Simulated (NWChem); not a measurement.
GaH$_{3}$Se; SMILES [GaH2][SeH]

```xyz
5

Ga     0.0140     1.2366     0.0000
H     -1.3814     1.9406     0.0000
H      1.4109     1.9381     0.0000
Se    -0.0553    -1.0845     0.0000
H      1.4083    -1.2270     0.0000
```
Atoms are numbered in this order, from 1.

Level: PBE0/def2-SVP (NWChem), optimised geometry, unscaled harmonic frequencies. This build's default masses of Se (78.918 u) and Br (79.917 u) are each other's, which moves their modes by up to 0.6 %.

**Question.** List the harmonic frequencies with IR intensities, and the thermochemistry.

**Answer.** 
```csv
frequency (cm⁻¹),IR intensity (km/mol)
298,18.5
377,6.3
409,26.8
582,71.4
651,12.7
729,179.3
1995,93.5
2010,194.8
2462,8.0
```

```yaml
zero_point_energy: 13.6 kcal/mol
thermal correction to the enthalpy at 298.15 K (with zero-point energy): 16.9 kcal/mol
heat capacity Cv: 13.4 cal/(mol K)
entropy at 298.15 K and 1 atm (symmetry number 1): 69.5 cal/(mol K)
dipole_moment: 0.97 D
```

Rigid rotor and harmonic oscillator.
